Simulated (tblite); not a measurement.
Species: C8H11 (doublet state).
Atom-mapped SMILES: `[CH2:1]1[CH2:2][C@@H:3]2[C:4]1[C@@H:5]2[CH:6]1[CH2:7][CH2:8]1` (hydrogens: H9, H10 on C1; H11, H12 on C2; H13 on C3; H14 on C5; H15 on C6; H16, H17 on C7; H18, H19 on C8)

Structure used (GFN2-xTB), in Å, numbered top down from 1:
```
atom  x, y, z in Å
C1     2.0513    0.8751   -0.1601
C2     1.9381   -0.3211    0.8156
C3     1.2387   -1.1413   -0.2575
C4     1.3310    0.0257   -1.1837
C5    -0.0185   -0.4220   -0.7913
C6    -0.9760    0.3338    0.0626
C7    -2.2087   -0.3661    0.5683
C8    -2.3281    0.6867   -0.4879
H9     1.5600    1.8056    0.1240
H10    3.0823    1.0876   -0.4329
H11    1.3317   -0.1271    1.7006
H12    2.8991   -0.7327    1.1166
H13    1.3621   -2.2018   -0.3941
H14   -0.5144   -1.0285   -1.5432
H15   -0.5248    1.0584    0.7274
H16   -2.5564   -0.1409    1.5654
H17   -2.3570   -1.3951    0.2781
H18   -2.5619    0.3729   -1.4941
H19   -2.7584    1.6399   -0.2211
```

Structure optimised with GFN2-xTB, isolated species. This method treats the open shell by occupation alone, without spin polarisation.

Take the most abundant isotopes and a rigid rotor. The values belong to one conformer with, in the numbering `[CH2:1]1[CH2:2][C@@H:3]2[C:4]1[C@@H:5]2[CH:6]1[CH2:7][CH2:8]1`, C4–C5–C6–C7 -169°.

**Question.** What are A, B and C (GHz)?

**Answer.** Ia = 102.76, Ib = 368.22, Ic = 377.12 u·Å²; 505379 MHz·u·Å²/I gives 4918, 1372 and 1340 MHz, that is A = 4.9180, B = 1.3725, C = 1.3401 GHz.

**Question.** Classify the top.

**Answer.** A near-prolate asymmetric top: κ = (2 × 1372 − 4918 − 1340)/(4918 − 1340) = -0.98.

**Question.** What does the inertial defect say?

**Answer.** Not planar: Δ = Ic − Ia − Ib = -93.86 u·Å². For a rigid frame Δ = −2 Σ m c², so Σ m c² = 46.93 u·Å² lies off the ab plane: 15.25 from hydrogen and 31.68 from heavier atoms. The atom farthest from that plane is 1.74 Å away.

**Question.** Give the other two planar moments, Paa and Pbb, and the rms extents of the mass along the axes.

**Answer.** Paa = Σ m a² = (Ib + Ic − Ia)/2 = 321.29 and Pbb = Σ m b² = (Ia + Ic − Ib)/2 = 55.83 u·Å². With the mass M = 107.09 u, the rms extents √(P/M) along a, b and c are 1.73, 0.72, 0.66 Å.

**Question.** List the rotational levels J(Ka,Kc) to J = 3 (K).

**Answer.** Above 0(0,0), as E/k:
J = 1: 1(0,1) 0.130, 1(1,1) 0.300, 1(1,0) 0.302
J = 2: 2(0,2) 0.391, 2(1,2) 0.559, 2(1,1) 0.564, 2(2,1) 1.074, 2(2,0) 1.074
J = 3: 3(0,3) 0.781, 3(1,3) 0.947, 3(1,2) 0.957, 3(2,2) 1.465, 3(2,1) 1.465, 3(3,1) 2.320, 3(3,0) 2.320

**Question.** Estimate the classical rotational partition function at 25 K, 100 K and 200 K.

**Answer.** Point group C1, symmetry number σ = 1; q = (√π/σ)·√((kT/h)³/(ABC)), k/h = 20836.6 MHz/K: 7010 at 25 K, 56100 at 100 K, 159000 at 200 K.

For this open shell read J as N, the rotation without spin; fine and hyperfine splittings come on top. Its GFN2-xTB frequencies are all real (lowest 37 cm⁻¹). No vibrational averaging or centrifugal distortion is included, and the geometry carries the error of its method.

All values are computed, not measured.
